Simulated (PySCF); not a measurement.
**Broadened absorption spectrum of 1,2,3,4-tetrahydro-2-naphthol**

Species: 1,2,3,4-tetrahydro-2-naphthol, C10H12O.
SMILES: `O[C@@H]1CCc2ccccc2C1`

Computed, not measured: TDDFT CAM-B3LYP/def2-SVPD, vertical, gas phase, core orbitals frozen in the response (PySCF 2.14.0, density-fitted response routines). One conformer (not necessarily the lowest) at the PBE0-D3(BJ)/def2-SVP geometry, without solvent, vibrations or thermal averaging.

Computed states:

```json
{"state": "S1", "E (eV)": "5.28", "f": "0.0077"}
{"state": "S2", "E (eV)": "5.93", "f": "0.0028"}
{"state": "S3", "E (eV)": "6.63", "f": "0.193"}
{"state": "S4", "E (eV)": "6.74", "f": "0.609"}
{"state": "S5", "E (eV)": "6.81", "f": "0.240"}
{"state": "S6", "E (eV)": "6.95", "f": "0.087"}
{"state": "S7", "E (eV)": "7.18", "f": "0.022"}
{"state": "S8", "E (eV)": "7.36", "f": "0.010"}
{"state": "S9", "E (eV)": "7.40", "f": "0.016"}
{"state": "S10", "E (eV)": "7.49", "f": "0.0032"}
```

Each state is given a Gaussian of 0.4 eV full width at half maximum, with ε(max) = 2.175×10⁸ f / Δν̃ (Δν̃ the width in cm⁻¹). The cross-section is σ = 3.8235×10⁻²¹ ε cm², given in Mb (10⁻¹⁸ cm²). The width is an assumption, not a result. The curve ends short of the highest state used, and states not computed would add to its high-energy end.

(1) Give the broadened spectrum and its maxima.

(2) Coming from long wavelengths, where does ε first pass 100 L mol⁻¹ cm⁻¹?

(3) On this curve, what absorbance would a 10⁻⁵ mol/L sample give at 193 nm over a 1 cm path?

Answers

(1) 
(E (eV), σ (Mb)): (4.68, 0.00), (4.72, 0.01), (4.76, 0.02), (4.80, 0.04), (4.84, 0.07), (4.88, 0.12), (4.92, 0.20), (4.96, 0.33), (5.00, 0.50), (5.04, 0.72), (5.08, 0.98), (5.12, 1.26), (5.17, 1.60), (5.21, 1.82), (5.25, 1.96), (5.29, 2.00), (5.33, 1.92), (5.37, 1.75), (5.41, 1.51), (5.45, 1.24), (5.49, 0.97), (5.53, 0.74), (5.57, 0.55), (5.61, 0.43), (5.65, 0.38), (5.69, 0.38), (5.73, 0.42), (5.77, 0.49), (5.81, 0.57), (5.85, 0.65), (5.89, 0.70), (5.93, 0.73), (5.97, 0.73), (6.01, 0.72), (6.05, 0.75), (6.09, 0.89), (6.13, 1.28), (6.17, 2.14), (6.21, 3.83), (6.25, 6.85), (6.29, 11.91), (6.33, 19.89), (6.37, 31.76), (6.41, 48.42), (6.45, 70.46), (6.49, 97.86), (6.53, 129.71), (6.57, 164.07), (6.61, 198.04), (6.65, 228.11), (6.69, 250.75), (6.73, 263.06), (6.77, 263.48), (6.81, 252.06), (6.85, 230.50), (6.89, 201.71)

Maxima: 235 nm (5.28 eV), ε about 520, made up of S1 (100%); 208 nm (5.95 eV), ε about 190, made up of S2 (97%) (hardly more than a shoulder); 184 nm (6.75 eV), ε about 69000, made up of S3 (14%), S4 (59%) and S5 (22%) (ε in L mol⁻¹ cm⁻¹; maxima over ε = 5, shares over 10%).

(2) At about 249 nm (4.97 eV), 0.31 eV below S1.

(3) 193 nm is 6.424 eV, where ε is about 15000 L mol⁻¹ cm⁻¹, so A = ε c l ≈ 0.15 (Beer–Lambert, with the gas-phase spectrum and the assumed width).
